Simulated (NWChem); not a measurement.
System: CH₃Cl₂OSb; SMILES [O](C)[Sb]([Cl])[Cl]

Here is an NWChem input.

```
start job
memory heap 200 mb stack 900 mb global 1100 mb
geometry units angstroms noautosym nocenter noautoz
  Sb     0.188543    -0.000999     0.676670
  Cl     0.833231    -1.778966    -0.767032
  Cl     0.846660     1.774167    -0.764479
  O     -1.724722     0.006516     0.254045
  C     -2.252553     0.009838    -1.051593
  H     -1.938502     0.904120    -1.617385
  H     -1.946435    -0.886381    -1.618681
  H     -3.350269     0.014710    -0.968378
end
basis spherical
  * library def2-svpd
end
ecp
  Sb library def2-ecp
end
dft
  xc pbe0
  iterations 150
end
property
  response 1 0.0
end
task dft property
```

All runs use the structure optimised with PBE0/def2-SVP. No frequency run checked for a minimum. def2 effective core potentials on Sb; no spin-orbit coupling.

Static field.

Question: Give the results of this calculation. (PBE0/def2-SVPD with def2 effective core potentials on Sb.) Quantities: isotropic polarisability (bohr³); anisotropy (bohr³).

Answer: 
| Item | Value |
|---|---|
| isotropic polarisability (bohr³) | 85.7 |
| anisotropy (bohr³) | 13.2 |
